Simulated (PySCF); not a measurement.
**How methods differ on the fine-structure interval of Mn⁸⁺**

Mn⁸⁺ [Ne] 3s2 3p5 [3p1/2^2 3p3/2^3, M_J = 3/2] → Mn⁸⁺ [Ne] 3s2 3p5 [3p1/2^1 3p3/2^4, M_J = 1/2], as a difference of total energies. All numbers are calculated (PySCF 2.14, the two-component X2C-1e Hamiltonian, in an uncontracted even-tempered set (20 s from 0.43 bohr⁻², ratio 2.4; 14 p from 0.56 bohr⁻², ratio 2.4; 5 d from 4 bohr⁻², ratio 2.6; 4 f from 6 bohr⁻², ratio 2.6)). Correlated levels: 1s2 frozen; the 52 highest virtual spinors dropped. "Screened" scales the spin-orbit matrix elements by Boettger's factors to mimic the two-electron term; Breit and QED terms are absent.

```csv
method,fine-structure interval (cm⁻¹)
GHF (screened spin-orbit),12288
GMP2 (screened spin-orbit),13289
GHF (bare spin-orbit),13441
```
